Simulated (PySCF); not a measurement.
## Sb²⁺: ionisation energy

Sb²⁺ [Kr] 4d10 5s2 5p1 (2P) → Sb³⁺ [Kr] 4d10 5s2 (1S), as a difference of total energies. Computed with PySCF 2.14 in def2-QZVPPD with the def2 core potential (28 electrons), with a scalar-relativistic core potential. Correlated levels: valence: 4s2 4p6 4d10 frozen. The calculations carry no spin-orbit coupling.

```
           method  ionisation energy (eV)
              UHF                  24.150
    MP2 (valence)                  24.403
SCS-MP2 (valence)                  24.398
   CCSD (valence)                  24.466
CCSD(T) (valence)                  24.484
```

Q: How much does correlation contribute at CCSD(T) (valence)?

A: 24.484 − (24.150) = 0.334 eV, measured against UHF.

The reference lies between the lowest fine-structure levels, while these numbers refer to the centres of the terms.

Errors of the correlated levels include the incompleteness of this basis and the frozen core.

For comparison: 25.323 eV (measured; NIST Atomic Spectra Database, ionization energies).
